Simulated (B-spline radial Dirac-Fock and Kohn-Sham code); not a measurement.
# Relativistic shifts of the levels of Ho³⁺

System: Ho³⁺, configuration [Xe] 4f10.

Both columns are ΔSCF binding energies of the configuration average from a radial atomic solver: non-relativistic Hartree-Fock with a point nucleus, and Dirac-Fock with a finite nucleus and the Coulomb interaction alone, averaged over the two j levels with weights 2j+1.

| shell | Hartree-Fock (eV) | Dirac-Fock (eV) | shift (eV) | shift (%) |
| --- | --- | --- | --- | --- |
| 1s | 52251.9 | 55903.5 | +3651.64 | +6.99 |
| 2s | 8518.8 | 9468.4 | +949.64 | +11.15 |
| 2p | 8106.7 | 8413.9 | +307.27 | +3.79 |
| 3s | 1952.2 | 2179.9 | +227.68 | +11.66 |
| 3p | 1766.0 | 1848.6 | +82.61 | +4.68 |
| 3d | 1422.4 | 1408.2 | -14.24 | -1.00 |
| 4s | 424.3 | 478.5 | +54.19 | +12.77 |
| 4p | 348.6 | 366.9 | +18.30 | +5.25 |
| 4d | 212.4 | 208.9 | -3.48 | -1.64 |
| 4f | 46.33 | 40.82 | -5.52 | -11.91 |
| 5s | 82.14 | 90.34 | +8.20 | +9.98 |
| 5p | 58.59 | 60.37 | +1.78 | +3.03 |

Relativity binds 1s, 2s, 2p, 3s, 3p, 4s, 4p, 5s, 5p more strongly, among those listed most of all 4s in relative terms, and 3d, 4d, 4f more weakly, because the contracted s and p shells screen the nucleus better.

Values without a named source are computed, but for edge energies of neutral atoms, which are taken from tables.
